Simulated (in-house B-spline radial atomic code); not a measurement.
## Sm3+: [Kr] 4d10 4f6 5s1 5p6 (with a hole in an inner shell)

Method: Dirac-Hartree-Fock, average of configuration, Fermi nucleus of rms radius 5.0819 fm. Calculated with a radial B-spline atomic code at the basis-set limit.

Z_r = [3n² - l(l+1)]/(2<r>); Z_e = n√(-2ε); the last column is Slater's effective charge. Values are occupation-weighted means over j. An effective charge above Z reflects the relativistic contraction of the inner shells.

```
shell  electrons   ε (eV)  <r> (bohr)    Z_r    Z_e  Slater
   1s          2   -47137     0.02274  65.97  58.86   61.70
   2s          2  -7840.9      0.0964  62.24  48.01   57.85
   2p          6  -7011.7     0.08521  58.68  45.40   57.85
   3s          2  -1788.7      0.2536  53.23  34.40   50.75
   3p          6  -1521.7       0.252  49.61  31.73   50.75
   3d         10  -1149.5      0.2305  45.55  27.57   40.85
   4s          2  -399.79      0.5803  41.36  21.68   34.25
   4p          6  -309.24      0.6126  37.55  19.07   34.25
   4d         10   -176.4      0.6727  31.22  14.40   22.85
   5s          1  -81.376       1.409  26.61  12.23   11.50
   5p          6    -54.3       1.621  22.52   9.99   11.50
   4f          6  -39.395      0.9112  19.75   6.81   14.25
```

The least bound orbital is 4f7/2 at -39.16 eV, while the most diffuse is 5p3/2 (<r> = 1.647 bohr against 0.9154 bohr): energy order and size order differ. The part-filled 5s shell lies below the filled 5p shell in orbital energy.

Spin-orbit splittings of the orbital energies (j = l + 1/2 above j = l - 1/2 when positive): 2p 604.6 eV, 3p 125 eV, 3d 26.81 eV, 4p 27.61 eV, 4d 5.011 eV, 5p 3.976 eV, 4f 0.5502 eV.

For the 1s electron the small component carries 5.31 % of the norm, the zero-frequency Breit interaction raises the level by 136 eV, self-energy by 80.75 eV, and vacuum polarisation lowers it by 12.77 eV.
